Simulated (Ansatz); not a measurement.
```json
{"atom": "O", "x (Å)": "0.0000", "y (Å)": "0.0000", "z (Å)": "0.0000"}
{"atom": "B", "x (Å)": "0.0000", "y (Å)": "1.3300", "z (Å)": "0.0000"}
{"atom": "B", "x (Å)": "0.0000", "y (Å)": "-1.3300", "z (Å)": "0.0000"}
```

Basis set: cc-pVDZ (spherical functions). Left uncorrelated: 3 orbitals. Charge 0, multiplicity 1.

Computed with Ansatz (development build ahead of 0.2.0); the reference of a correlated method needn't be the lowest determinant of its kind. Restricted open shells among the atoms or ions are ROHF, correlated in semicanonical orbitals with singles.

(1) Give the atomization energy at this shape (free ground-state atoms in the same class of orbitals less the molecule, no zero-point energy) of singlet B₂O by RHF-CCSD(T), RHF-CCSD.

Results:

(1)

| method | atomization energy |
| --- | --- |
| RHF-CCSD(T) | 1107.9 kJ/mol |
| RHF-CCSD | 1087.4 kJ/mol |

Caution: no unrestricted run beside it, a lower state can exist.
